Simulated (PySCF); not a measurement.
Electron correlation in N⁺ (nitrogen, charge +1)

[He] 2s1 2p3, 2s spin antiparallel (an excited configuration). Calculation: PySCF 2.14, in dyall-av3z; the non-relativistic Hamiltonian (point nucleus). Frozen: 1s2; 4 electrons correlated; the 13 highest virtual orbitals of each spin left out.

MP2 pair energies summed by pair of shells (mhartree):

```tsv
pair	energy	share (%)
2s-2p	-127.04	84.4
2p-2p	-23.54	15.6
```

Total MP2 correlation energy: -150.57 mhartree.

Same-spin part -23.54 and opposite-spin part -127.04 mhartree; SCS-MP2 scales them by 1/3 and 6/5 to -160.29 mhartree.
